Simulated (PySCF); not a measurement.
SMILES C(CO)#C, singlet at its B3LYP/def2-SVP optimised geometry (Å):

```
8

C      1.0765     0.6418     0.0000
C     -0.1352     0.6418     0.0000
C     -1.6042     0.6032    -0.0363
O     -2.1504    -0.6592     0.2798
H      2.1504     0.6487     0.0124
H     -1.9419     0.9675    -1.0290
H     -2.0058     1.3127     0.7064
H     -1.7500    -1.3127    -0.3095
```

Method: B3LYP/def2-TZVP (PySCF). Cells within 0.4 Å of a nucleus heavier than hydrogen are left out (blank, or x).

Map of the Laplacian of the electron density (e/bohr⁵), clipped to [-1.50, 1.50] on the plane z = 0.0 Å:

```
|777777777777777777777777777|
|777777777777777777777777777|
|777777777777777777777777777|
|777777777777777777777777777|
|777777777777777777777777777|
|777777777777777777777777777|
|777777777777777777777777777|
|777777777777777777777777777|
|777777778777777777777777777|
|777777888888778878877777777|
|7777778768777955x6677777777|
|77777787xx32xx1xxx206777777|
|77777887xx55xx33x8568777777|
|777778975788777777877777777|
|777789618987777777777777777|
|777789xx8987777777777777777|
|777779915877777777777777777|
|777778987877777777777777777|
|777777888777777777777777777|
|777777777777777777777777777|
|777777777777777777777777777|
|777777777777777777777777777|
|777777777777777777777777777|
|777777777777777777777777777|
|777777777777777777777777777|
|777777777777777777777777777|
|777777777777777777777777777|
```
Scale: ten equal steps from -1.50 (start of '0') to 0.511 (end of '9'), in the order '0123456789'; x runs from -4.50 to 4.50, y from -4.50 (bottom) to 4.50 (top).
